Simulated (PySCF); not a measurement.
EPR parameters of C4H7N2Si2

C4H7N2Si2 (doublet state).
Structure used (GFN2-xTB), in Å, numbered top down from 1:
```xyz
15
C4H7N2Si2 angstrom
N      2.4033    0.3261    1.5896
C      2.3027    0.4386    0.4551
C      2.0515    0.5995   -0.9583
C      0.6612    1.1323   -1.0747
Si    -0.8207    0.0515   -0.9909
Si    -1.2507   -0.5574    1.2391
C     -2.7908   -1.6120    1.2110
N     -3.7345   -2.2605    1.1556
H      2.7956    1.2865   -1.3729
H      2.1512   -0.3773   -1.4401
H      0.5709    2.1977   -0.9143
H     -0.5645   -1.1598   -1.7834
H     -1.9546    0.7863   -1.5568
H     -0.2322   -1.4072    1.8552
H     -1.5928    0.5638    2.1177
```

The hyperfine couplings belong to this conformer and change with its torsions.

As a line formula: `[SiH2]([CH]CC#N)[SiH2]C#N` [radical].

Computed, not measured: PySCF 2.14.0, UKS B3LYP, pcH-1 on C H N Si, non-relativistic, mean-field spin-orbit, GIAO. One conformer (not necessarily the lowest) at the GFN2-xTB geometry, without solvent, vibrations or thermal averaging. A GFN2-xTB geometry isn't a minimum of the functional, and hyperfine couplings can be far from their values at a DFT geometry. Stability of the SCF solution: not tested.

```json
{
  "g1, g2, g3": "2.00205, 2.00275, 2.00316",
  "g_iso": "2.00265",
  "Form of g": "rhombic: the two nearest values differ by 37 % of g3 − g1",
  "⟨S²⟩": "0.7540 (exact 0.7500)",
  "HOMO–LUMO gap, α and β orbitals": "6.20, 5.29 eV"
}
```

Isotropic coupling and dipolar principal values T1 to T3, in mT (MHz turned into mT with g_iso):

```json
{"atom": "N1", "isotope": "14N", "a_iso": "0.04", "of which spin–orbit": "0.00", "T1": "-0.08", "T2": "-0.06", "T3": "0.14", "Mulliken spin population": "0.03"}
{"atom": "C2", "isotope": "13C", "a_iso": "3.18", "of which spin–orbit": "0.00", "T1": "-0.18", "T2": "-0.11", "T3": "0.29", "Mulliken spin population": "0.01"}
{"atom": "C3", "isotope": "13C", "a_iso": "-0.81", "of which spin–orbit": "0.00", "T1": "-0.09", "T2": "0.02", "T3": "0.07", "Mulliken spin population": "-0.07"}
{"atom": "C4", "isotope": "13C", "a_iso": "3.57", "of which spin–orbit": "0.00", "T1": "-2.70", "T2": "-2.66", "T3": "5.35", "Mulliken spin population": "0.99"}
{"atom": "Si5", "isotope": "29Si", "a_iso": "1.60", "of which spin–orbit": "0.00", "T1": "-0.10", "T2": "0.02", "T3": "0.08", "Mulliken spin population": "-0.05"}
{"atom": "Si6", "isotope": "29Si", "a_iso": "-2.91", "of which spin–orbit": "0.00", "T1": "-0.55", "T2": "0.27", "T3": "0.28", "Mulliken spin population": "0.06"}
{"atom": "C7", "isotope": "13C", "a_iso": "0.28", "of which spin–orbit": "0.00", "T1": "-0.04", "T2": "-0.02", "T3": "0.06", "Mulliken spin population": "0.00"}
{"atom": "N8", "isotope": "14N", "a_iso": "0.01", "of which spin–orbit": "0.00", "T1": "-0.02", "T2": "-0.02", "T3": "0.04", "Mulliken spin population": "0.01"}
{"atom": "H9", "isotope": "1H", "a_iso": "1.23", "of which spin–orbit": "0.00", "T1": "-0.17", "T2": "-0.16", "T3": "0.32", "Mulliken spin population": "0.01"}
{"atom": "H10", "isotope": "1H", "a_iso": "0.86", "of which spin–orbit": "0.00", "T1": "-0.17", "T2": "-0.15", "T3": "0.32", "Mulliken spin population": "0.01"}
{"atom": "H11", "isotope": "1H", "a_iso": "-1.96", "of which spin–orbit": "0.00", "T1": "-1.27", "T2": "-0.04", "T3": "1.31", "Mulliken spin population": "-0.04"}
{"atom": "H12", "isotope": "1H", "a_iso": "0.91", "of which spin–orbit": "0.00", "T1": "-0.11", "T2": "-0.09", "T3": "0.20", "Mulliken spin population": "0.01"}
{"atom": "H13", "isotope": "1H", "a_iso": "0.70", "of which spin–orbit": "0.00", "T1": "-0.12", "T2": "-0.09", "T3": "0.20", "Mulliken spin population": "0.01"}
{"atom": "H14", "isotope": "1H", "a_iso": "0.05", "of which spin–orbit": "0.00", "T1": "-0.06", "T2": "-0.02", "T3": "0.08", "Mulliken spin population": "0.00"}
{"atom": "H15", "isotope": "1H", "a_iso": "-0.05", "of which spin–orbit": "0.00", "T1": "-0.06", "T2": "-0.03", "T3": "0.09", "Mulliken spin population": "0.00"}
```

Largest spin populations (Mulliken): C4 (+0.99), C3 (-0.07) and Si6 (+0.06). No atom but C4 exceeds +0.15. The angles at C4 add up to 357.6°, so it is nearly planar; its axial dipolar tensor and the negative coupling of its proton fit spin in a p orbital normal to that plane.

Axes: g3 points within 5° of the C4–H11 bond.

Under fast tumbling the dipolar parts average out, and these isotropic splittings remain: 1 × 1H (H11, I = 1/2, 2 lines) with 1.96 mT, 2 × 1H (H9/H10, I = 1/2, 3 lines) with 1.04 mT, 2 × 1H (H12/H13, I = 1/2, 3 lines) with 0.81 mT and 1 × 14N (N1, I = 1, 3 lines) with 0.04 mT.

Means are taken over nuclei equivalent by connectivity, which assumes that they swap fast. The 1H value of +29.3 MHz is a mean of couplings from 24.1 to 34.5 MHz in this one geometry, not an average over conformers. The 1H value of +22.6 MHz is a mean of couplings from 19.6 to 25.6 MHz in this one geometry, not an average over conformers.

The 13C coupling of C4 (100.2 MHz) shows only in satellite lines or after enrichment, since that isotope makes up about 1.07 % of natural carbon.

The 29Si coupling of Si6 (-81.4 MHz) shows only in satellite lines or after enrichment, since that isotope makes up about 4.7 % of natural silicon.

Examples of negative spin density at the nucleus (bohr⁻³): Si5 (-0.0505), C3 (-0.0201) and H11 (-0.0123).
